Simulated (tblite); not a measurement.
Compound: C₄H₁₁PSi.
SMILES with atom numbers: `[H]/[P:6]=[C:4](/[CH:2]([CH3:1])[CH3:3])[SiH3:5]` (hydrogens: H7, H8, H9 on C1; H10 on C2; H11, H12, H13 on C3; H14, H15, H16 on Si5; H17 on P6)

Structure optimised with GFN2-xTB, isolated species.

Give the optimised bond lengths and angles.

| bond | length (Å) | order |
| --- | --- | --- |
| C1–C2, C2–C3 | 1.529 | single |
| C2–C4 | 1.507 | single |
| C4–Si5 | 1.890 | single |
| C4=P6 | 1.685 | double |
| C1–H7 and 5 like bonds | 1.088 | single |
| C2–H10 | 1.098 | single |
| Si5–H14, Si5–H15, Si5–H16 | 1.465 | single |
| P6–H17 | 1.406 | single |

Bonds in one row agree within 0.01 Å and their mean is given. Orders are formal, as drawn. A selection of angles:
| angle | degrees |
| --- | --- |
| C2–C1–H7 | 110.5 |
| C2–C1–H8 | 110.2 |
| H7–C1–H8 | 108.6 |
| H8–C1–H9 | 108.4 |
| C1–C2–C3 | 109.9 |
| C1–C2–C4 | 113.2 |
| C1–C2–H10 | 108.5 |
| C3–C2–C4 | 109.1 |
| C3–C2–H10 | 107.8 |
| C4–C2–H10 | 108.1 |
| C2–C4–Si5 | 116.7 |
| C2–C4–P6 | 119.5 |
| Si5–C4–P6 | 123.8 |
| C4–Si5–H14 | 110.2 |
| C4–Si5–H15 | 108.1 |
| H14–Si5–H15 | 109.7 |
| C4–P6–H17 | 97.1 |

Dihedral angles: C1–C2–C4–Si5 -163° (antiperiplanar). The mirror-image conformer, all signs reversed, is as good.

Of the pairs four or more bonds apart, Si5···H13 is among the closest relative to their van der Waals radii: 3.02 Å, 92 % of the sum of Bondi's values. The 3 C–C bonds span 1.507 Å (C2–C4, drawn single) to 1.532 Å (C2–C3, drawn single), a spread of 0.025 Å. Si5 (SiH3 silicon) is tetrahedral (angles from 108.1° to 110.3°).

Point group: C1 (no symmetry element, even within 0.4 Å). GFN2-xTB frequencies show an imaginary mode (23i cm⁻¹), so the point is no minimum at that level. 2 starts were optimised and ended at 0.00 and 0.19 kcal/mol (GFN2-xTB); the lowest of these is shown.

All values are computed, not measured.
